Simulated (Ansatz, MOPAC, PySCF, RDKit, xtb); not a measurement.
Noncovalent pair: H4Sn (SMILES [SnH4]) (first 5 atoms) with CH4 (SMILES C); geometry from B3LYP-D3(BJ)/def2-TZVP, rigid monomers moved along the line of their centres of mass till Sn1···C6 is 3.51 Å.
(charge 0, multiplicity 1):
```xyz
10

Sn     0.1336     0.1521    -0.0877
H     -1.2914     0.9323     0.4394
H      0.0729    -1.5006     0.3389
H      0.2617     0.2942    -1.7866
H      1.4919     0.8835     0.6450
C     -0.1057    -0.1207     3.4026
H      0.8708     0.2916     3.1521
H     -0.1921    -0.2166     4.4840
H     -0.8865     0.5435     3.0345
H     -0.2154    -1.1017     2.9422
```

```tsv
level	interaction energy (kcal/mol)
UFF	-0.49
GFN-FF	-0.31
AM1	3.74
PM3	3.84
PM6	0.23
PM7	2.89
GFN1-xTB	0.21
GFN2-xTB	0.07
HF/STO-3G (no counterpoise)	2.04
HF/3-21G (no counterpoise)	1.71
HF/def2-SVPD	2.58
HF/def2-TZVPPD	2.47
PBE/def2-TZVPPD	0.83
PBE-D3(BJ)/def2-TZVPPD	-0.47
PBE-D4/def2-TZVPPD	-0.45
r2SCAN/def2-TZVPPD	0.30
r2SCAN-D3(BJ)/def2-TZVPPD	-0.15
r2SCAN-D4/def2-TZVPPD	-0.07
B3LYP/3-21G (no counterpoise)	1.08
B3LYP/def2-TZVPPD	1.86
B3LYP-D3(BJ)/def2-TZVPPD	-0.41
B3LYP-D4/def2-TZVPPD	-0.14
PBE0/def2-TZVPPD	0.76
PBE0-D3(BJ)/def2-TZVPPD	-0.49
PBE0-D4/def2-TZVPPD	-0.39
wB97X-V/def2-TZVPPD	-0.30
wB97M-V/def2-TZVPPD	-0.39
MP2/def2-SVPD	0.56
MP2/def2-TZVPPD	0.13
MP2/CBS(def2-SVPD, def2-TZVPPD)	-0.01
SCS-MP2/def2-SVPD	1.03
SCS-MP2/def2-TZVPPD	0.64
CCSD/def2-SVPD	0.79
CCSD/def2-TZVPPD	0.42
CCSD(T)/def2-SVPD	0.53
CCSD(T)/def2-TZVPPD	0.10
CCSD(T)/CBS(def2-SVPD, def2-TZVPPD)	-0.03
```

The rows run from -0.49 (PBE0-D3(BJ)/def2-TZVPPD) to 3.84 kcal/mol (PM3). In def2-TZVPPD the value moves HF 2.47, MP2 0.13, CCSD 0.42, CCSD(T) 0.10, a shift of -2.37 from HF to CCSD(T). From def2-SVPD to def2-TZVPPD CCSD(T) changes by -0.43. The dispersion term adds -1.30 in PBE-D3(BJ), -1.27 in PBE-D4, -0.46 in r2SCAN-D3(BJ). The 6 functionals in def2-TZVPPD without D3 or D4 span 2.25, from wB97M-V to B3LYP.

Monomers are frozen at their geometry in the pair; levels with a basis set take the counterpoise correction. Rows marked so take none. RDKit's UFF carries no charges.

Correlated levels freeze the cores. Filled d and f shells under p-block atoms count as core. CBS: X⁻³ extrapolation of the correlation energy, Hartree–Fock from the larger set. Rows in 3-21G, STO-3G carry no dispersion term and start afresh at each structure; the Pople sets are all-electron and without relativity. The state that AM1, PM3, PM6, PM7 reach isn't checked; PM7 holds dispersion and hydrogen-bond terms.

The values were computed with Ansatz (an electronic-structure program); MOPAC for AM1, PM3, PM6, PM7 (differences of heats of formation); PySCF for 3-21G rows, STO-3G rows, the dispersion terms; RDKit for the force fields; xtb for the GFN methods. Values without a source in brackets are computed. In def2 rows elements past Kr take small-core potentials, without spin–orbit coupling.
